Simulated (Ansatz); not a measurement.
`CB(N)[SiH2]Cl` + `B[SeH]` → `B[Se][SiH2]Cl` + `CBN`  (cleavage of the Si–B bond)

Program: Ansatz. Geometries: PBE0-D4/def2-TZVP. ΔE: electronic, gas phase. CCSD(T)/CBS adds triple-zeta CCSD(T) − MP2 to the extrapolated MP2 energy (def2 sets, frozen cores). DFT in def2-TZVPP. For Se outer-core shells are correlated without core-valence functions, which leaves a few kJ/mol of doubt a bond. Scalar relativity is left out up to krypton. Each species was taken in one conformer, which may not be the lowest.

```json
{"level": "r2SCAN-D4", "ΔE (kcal/mol)": "-16.4", "difference from CCSD(T)/CBS": "0.9"}
{"level": "ωB97M-V", "ΔE (kcal/mol)": "-17.1", "difference from CCSD(T)/CBS": "0.2"}
{"level": "B2PLYP", "ΔE (kcal/mol)": "-17.1", "difference from CCSD(T)/CBS": "0.2"}
{"level": "PBE", "ΔE (kcal/mol)": "-14.9", "difference from CCSD(T)/CBS": "2.4"}
{"level": "PBE0", "ΔE (kcal/mol)": "-15.9", "difference from CCSD(T)/CBS": "1.4"}
{"level": "HF/def2-TZVPP", "ΔE (kcal/mol)": "-18.4", "difference from CCSD(T)/CBS": "-1.1"}
{"level": "SCS-MP2/def2-TZVPP", "ΔE (kcal/mol)": "-18.0", "difference from CCSD(T)/CBS": "-0.7"}
{"level": "CCSD(T)/def2-TZVPP", "ΔE (kcal/mol)": "-16.1", "difference from CCSD(T)/CBS": "1.2"}
{"level": "MP2/CBS(def2)", "ΔE (kcal/mol)": "-19.9", "difference from CCSD(T)/CBS": "-2.6"}
{"level": "CCSD/CBS(def2)", "ΔE (kcal/mol)": "-17.4", "difference from CCSD(T)/CBS": "-0.1"}
{"level": "CCSD(T)/CBS", "ΔE (kcal/mol)": "-17.3", "difference from CCSD(T)/CBS": "0"}
```

Largest T1 diagnostic among the species: 0.013.

From PBE to PBE0 (25 % exact exchange), in def2-TZVPP and without D4, ΔE moves by −1.0 kcal/mol.
